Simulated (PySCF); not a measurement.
Species: Me3Si(SMe), C₄H₁₂SSi.
Numbering: `[CH3:1][S:2][Si:3]([CH3:4])([CH3:5])[CH3:6]` (hydrogens: H7, H8, H9 on C1; H10, H11, H12 on C4; H13, H14, H15 on C5; H16, H17, H18 on C6)

Method: PBE0-D3(BJ)/def2-TZVP geometry optimisation, gas phase (PySCF 2.14.0).

Problem. What internal coordinates does the optimisation give?

Solution. 
| bond | length (pm) | order |
| --- | --- | --- |
| C1–S2 | 181.4 | single |
| S2–Si3 | 214.5 | single |
| Si3–C4, Si3–C5, Si3–C6 | 187.0 | single |
| C1–H7, C1–H8, C1–H9 | 109.0 | single |
| C4–H10 and 8 like bonds | 109.3 | single |

Bonds in one row agree within 1 pm and their mean is given. Orders are formal, as drawn. A selection of angles:
| angle | degrees |
| --- | --- |
| S2–C1–H7 | 111.3 |
| S2–C1–H8 | 107.0 |
| H7–C1–H8 | 108.7 |
| C1–S2–Si3 | 101.0 |
| S2–Si3–C4 | 110.3 |
| S2–Si3–C5 | 104.6 |
| C4–Si3–C5 | 111.0 |
| C4–Si3–C6 | 109.6 |
| Si3–C4–H10 | 110.5 |
| H10–C4–H11 | 107.6 |
| Si3–C5–H13 | 110.4 |

Dihedral angles: C1–S2–Si3–C4 -60° (synclinal). The mirror-image conformer, all signs reversed, is as good.

All 3 C–Si bonds measure 1.868 to 1.872 Å. S2 (sulfur bonded to C and Si) is bent (angle 101.0°). Si3 (four-coordinate silicon) is distorted tetrahedral (angles from 104.6° to 111.0°).

Point group: near Cs, missed by 0.12 Å at most; the miss may be what the optimiser left on a soft mode. Stationary, but not proved a minimum.

The run took 3.2 min wall, 7.9 min CPU on AMD EPYC 7R43, 2 threads, no GPU, shared host, and the process peaked at 1.7 GiB of memory. That covers the optimisation of the geometry.
